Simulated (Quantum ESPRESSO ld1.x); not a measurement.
The numbers below are computed, except where a source is named.
Problem. The table gives one normalised radial function P(r) = r R(r) of Tl2+ in [Xe] 4f14 5d10 6p1 (r in bohr). Level of theory: scalar-relativistic Kohn-Sham, PBE, spin-unpolarised, spherical densities, point nucleus (ld1.x of Quantum ESPRESSO 7.5).

r               P
0.0008397   0.1762
0.001138    0.2187
0.001542    0.2686
0.002107    0.3265
0.002856    0.3865
0.00387     0.4437
0.005245    0.4868
0.007109    0.4975
0.009634    0.4505
0.01306     0.3170
0.0177      0.0768
0.02417    -0.2658
0.03276    -0.6061
0.0444     -0.7730
0.06018    -0.5489
0.08156     0.1298
0.1105      0.9133
0.1498      1.0625
0.203       0.1167
0.2774     -1.3284
0.3759     -1.9025
0.5094     -1.3373
0.6904     -0.5179
0.9357     -0.1051
1.268      -0.0098
1.719      -0.0003
2.329      0.0000
3.182      0.0000
4.313      0.0000
5.845       0.0000
7.921       0.0000

Which n and l does it have? It may be an empty orbital.

Solution. n = 4, l = 0: the number of nodes gives n - l - 1 = 3, the rise at small r (about r^(l+1)) gives l, and the extent must fit the shell. The curve is that of 4s. 4s: eigenvalue -832.02 eV, 3 radial nodes at r = 0.0191, 0.0777, 0.208 bohr, <r> = 0.392 bohr, 90 % of the charge inside 0.561 bohr.
